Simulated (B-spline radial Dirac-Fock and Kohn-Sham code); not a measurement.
**What relativity does to the binding energies of Ga²⁶⁺**

System: gallium as Ga²⁶⁺ in the configuration [He] 2s2 2p1.

Both columns are ΔSCF binding energies of the configuration average from a B-spline atomic structure program: non-relativistic Hartree-Fock with a point nucleus, and Dirac-Fock with a finite nucleus and the Coulomb interaction alone, averaged over the two j levels with weights 2j+1.

| shell | Hartree-Fock (eV) | Dirac-Fock (eV) | shift (eV) | shift (%) |
| --- | --- | --- | --- | --- |
| 1s | 12044.2 | 12196.1 | +151.92 | +1.26 |
| 2s | 2702.7 | 2744.9 | +42.26 | +1.56 |
| 2p | 2649.6 | 2665.5 | +15.97 | +0.60 |

Relativity binds 1s, 2s, 2p more strongly, among those listed most of all 2s in relative terms.

Values without a named source are computed, but for edge energies of neutral atoms, which are taken from tables.
